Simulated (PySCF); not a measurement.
# Ionisation energy of Pb⁺ by level of theory

Pb⁺ [Xe] 4f14 5d10 6s2 6p1 (2P) → Pb²⁺ [Xe] 4f14 5d10 6s2 (1S), as a difference of total energies. Computed with PySCF 2.14 in def2-TZVPPD with the def2 core potential (60 electrons) (7s5p4d2f, 56 functions), with scalar relativity through the core potential. Correlated levels: valence and next inner shell: nothing frozen outside the core potential. The calculations carry no spin-orbit coupling.

```
                                method  ionisation energy (eV)
                                   UHF                  13.202
    MP2 (valence and next inner shell)                  13.535
SCS-MP2 (valence and next inner shell)                  13.450
   CCSD (valence and next inner shell)                  13.538
CCSD(T) (valence and next inner shell)                  13.558
```

Q: How much does correlation contribute at CCSD(T) (valence and next inner shell)?

A: 13.558 − (13.202) = 0.356 eV, measured against UHF.

Errors of the correlated levels include the incompleteness of this basis.

For comparison: 13.869 eV (measured; NIST levels, between the centres of gravity of the two terms).
